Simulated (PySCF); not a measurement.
Method: delta-SCF UKS SCAN, pcX-2 on the ionised atom, pcseg-1 elsewhere, spin-free X2C (PySCF). Geometries: PBE0-D3(BJ)/def2-SVP; isolated species, one conformer each. Values against the vacuum level.

Question: Order these sites by rising C 1s binding energy.
A. C2 in `[CH3:1][C:2]#[C:3][CH2:4][Cl:5]`
B. C7 in `[CH3:1][C@H:2]1[CH2:3][C:4]12[CH2:5][CH2:6][CH2:7][CH2:8][CH2:9]2`
C. C2 in `[BH:1]1[CH2:2][CH2:3][CH2:4][CH2:5][CH2:6]1`
D. C5 in `[CH2:1]=[C:2]([CH3:3])[C:4](=[CH2:5])[C:6]([CH3:7])([CH3:8])[CH3:9]`

Answer: D (289.57 eV), C (289.91 eV), B (290.21 eV), A (290.60 eV).

The highest is bonded to C (triple bond) and C, the lowest to C (double bond) and 2 H; the range is 1.03 eV.
